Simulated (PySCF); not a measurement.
Species: C₂H₁₀SSi₃.
Cartesian coordinates in Å at the GFN2-xTB level; atoms count from 1:
```xyz
16
C2H10SSi3 angstrom
Si     2.128   -0.173    0.837
C      0.343    0.314    0.396
C     -0.587   -0.908    0.395
Si    -2.326   -0.458   -0.245
S     -1.916    1.060   -1.713
Si     0.181    1.250   -1.255
H      2.958    1.030    0.876
H      2.635   -1.103   -0.173
H      2.132   -0.835    2.145
H     -0.010    1.000    1.176
H     -0.163   -1.685   -0.246
H     -0.645   -1.338    1.397
H     -3.159    0.137    0.795
H     -2.987   -1.567   -0.919
H      0.480    2.670   -1.139
H      0.926    0.616   -2.339
```

Computed with PySCF, TDDFT CAM-B3LYP/def2-SVPD, vertical, gas phase, core orbitals frozen in the response.

Transition dipole moments from the ground state, in atomic units and in the frame of the coordinates above (overall signs are arbitrary), for the states with f of 0.002 or more among the lowest 8:

```tsv
state	E (eV)	μx	μy	μz
S1	5.864	0.067	-0.179	-0.195
S3	6.361	0.010	0.204	0.181
S5	7.102	-0.060	0.139	-0.121
S6	7.288	-0.292	0.124	-0.245
S7	7.356	0.074	-0.111	0.234
S8	7.433	-0.349	0.054	-0.214
```

(1) What oscillator strength does each state have?

(2) Which bond between heavy atoms lies closest to the direction of the S8 transition dipole?

(3) What angle do the transition dipoles of S3 and S6 make?

(4) How is the summed strength of these states shared among x, y and z?

(5) What peak molar absorption coefficient would the strongest computed level give as a lone Gaussian band 0.5 eV wide at half height?

Results:

(1) f = (2/3) ΔE |μ|² with ΔE in hartree (27.2114 eV).

| state | \|μ\|² (au) | \|μ\| (D) | f |
| --- | --- | --- | --- |
| S1 | 0.074 | 0.69 | 0.011 |
| S3 | 0.075 | 0.69 | 0.012 |
| S5 | 0.037 | 0.49 | 0.007 |
| S6 | 0.161 | 1.02 | 0.029 |
| S7 | 0.073 | 0.69 | 0.013 |
| S8 | 0.171 | 1.05 | 0.031 |

(2) C3–Si4, at 13° from it; next Si1–C2 at 19°.

(3) |cos θ| = |μa·μb| / (|μa| |μb|) = 0.20, so θ ≈ 78° (taken between 0 and 90°, since the signs are arbitrary).

(4) (2/3) Σ ΔE μα² gives 0.040 for x, 0.020 for y and 0.042 for z, 0.102 in all.

(5) ε(max) = 2.175×10⁸ f / FWHM, with the width in cm⁻¹. S8: 2.175×10⁸ × 0.0311 / 4033 ≈ 1700 L mol⁻¹ cm⁻¹.

One conformer stands for the species.

Without π bonds the low states may be Rydberg-like; a valence basis with one diffuse set may place them up to an eV too high.
